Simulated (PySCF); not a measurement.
Isomers of C2H2BN. Isolated molecules, 0 K electronic values unless said otherwise. Strings in code marks are SMILES.

The numbers are results of B3LYP-D3(BJ)/def2-TZVP (PySCF), not measurements. All candidates: neutral, multiplicity 1. B3LYP has the VWN-RPA correlation part, as in Gaussian. 

```yaml
HOMO–LUMO gap: 4.04 eV
dipole_moment: 2.55 D
LUMO: -3.23 eV
```

### Question
Say which member has these values.
A. `B=CC#N`
B. `B=NC#C`
C. `C=BC#N`
D. `B=C=C=N`

### Answer
C, `C=BC#N`. The others give `B=CC#N`: 4.44 eV, 5.01 D, -2.88 eV; `B=C=C=N`: 4.81 eV, 1.31 D, -2.04 eV; `B=NC#C`: 6.14 eV, 1.32 D, -0.88 eV
